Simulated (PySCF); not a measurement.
Molecule: `[NH](C)[AlH2-][O+](C)C`, C$_{3}$H$_{12}$AlNO.

Geometry:
| atom | x (Å) | y (Å) | z (Å) |
| --- | --- | --- | --- |
| C1 | 2.181 | -0.828 | 0.900 |
| N2 | 1.743 | 0.182 | -0.027 |
| Al3 | 0.719 | -0.014 | -1.501 |
| O4 | -1.184 | 0.204 | -0.817 |
| C5 | -1.654 | -0.801 | 0.065 |
| C6 | -1.624 | 1.510 | -0.487 |
| H7 | 1.793 | -0.692 | 1.932 |
| H8 | 3.283 | -0.898 | 0.987 |
| H9 | 1.837 | -1.822 | 0.567 |
| H10 | 2.142 | 1.092 | 0.184 |
| H11 | 0.708 | 1.258 | -2.475 |
| H12 | 0.548 | -1.527 | -2.001 |
| H13 | -1.265 | -1.759 | -0.302 |
| H14 | -2.756 | -0.818 | 0.056 |
| H15 | -1.289 | -0.620 | 1.090 |
| H16 | -1.253 | 1.803 | 0.509 |
| H17 | -1.216 | 2.189 | -1.246 |
| H18 | -2.724 | 1.547 | -0.504 |

Geometry PBE0-D3(BJ)/def2-SVP throughout; GIAO in PySCF, gas phase, one conformer, non-relativistic; equivalent atoms averaged; functional PBE0.

**Question.** How do the shifts δ (against TMS, NH3, AlH4-, H2O at the same level) depend on the basis set? (ppm; last column core-seconds on shared hosts with different chips, so compare them loosely)

**Answer.** 
```
    basis set  functions  C5/C6    C1     N2   Al3     O4  H13/H14/H15/H16/H17/H18  H11/H12  H7/H8/H9    H10  core-s
       STO-3G         46   53.5  35.7  -17.6  42.6  -58.5                     2.43     1.31      1.07  -2.42     4.8
        6-31G         82   57.7  34.1   26.2  72.8   -3.5                     3.68     4.64      2.78  -0.47     9.6
     pcSseg-0         82   63.8  37.9   25.2  67.0   -8.1                     3.79     4.63      2.85  -0.73     9.3
       6-31G*        112   57.0  34.4   27.8  70.2    7.3                     3.48     4.41      2.68  -0.32      13
     def2-SVP        148   57.0  33.1   33.3  60.2   19.9                     3.34     3.93      2.59  -0.18      18
      cc-pVDZ        148   58.2  34.5   39.0  65.0   24.2                     3.42     3.90      2.77  -0.13      21
     pcSseg-1        169   60.9  35.0   33.5  71.8   17.6                     3.53     3.79      2.82   0.02      29
6-311+G(2d,p)        242   59.8  33.4   33.2  75.2   15.7                     3.54     4.12      2.87  -0.08      37
  aug-cc-pVDZ        250   57.9  33.4   33.4  75.4   17.0                     3.63     4.10      2.98   0.06      47
    def2-TZVP        264   60.9  34.5   36.0  71.3   22.7                     3.53     4.10      2.84  -0.08      44
```

**Question.** Which nucleus moves most, in ppm?

**Answer.** O4 (donor oxygen of a Lewis adduct): from -58.5 ppm with STO-3G to 24.2 ppm with cc-pVDZ. The smallest spread is 1.36 ppm, at H13/H14/H15/H16/H17/H18. Proton shifts span only some 12 ppm, so a few tenths of a ppm matter as much there as several ppm in carbon.

**Question.** Taking the largest basis, def2-TZVP (264 functions), as the yardstick, rank the others by their worst heavy-atom deviation.

**Answer.** pcSseg-1 5.1 ppm (169 functions), aug-cc-pVDZ 5.8 ppm (250 functions), cc-pVDZ 6.3 ppm (148 functions), 6-311+G(2d,p) 7.0 ppm (242 functions), def2-SVP 11.2 ppm (148 functions), 6-31G* 15.5 ppm (112 functions), 6-31G 26.2 ppm (82 functions), pcSseg-0 30.8 ppm (82 functions), STO-3G 81.2 ppm (46 functions).

A small basis that lands close on one nucleus may do so by chance; judge by the trend and by all nuclei.
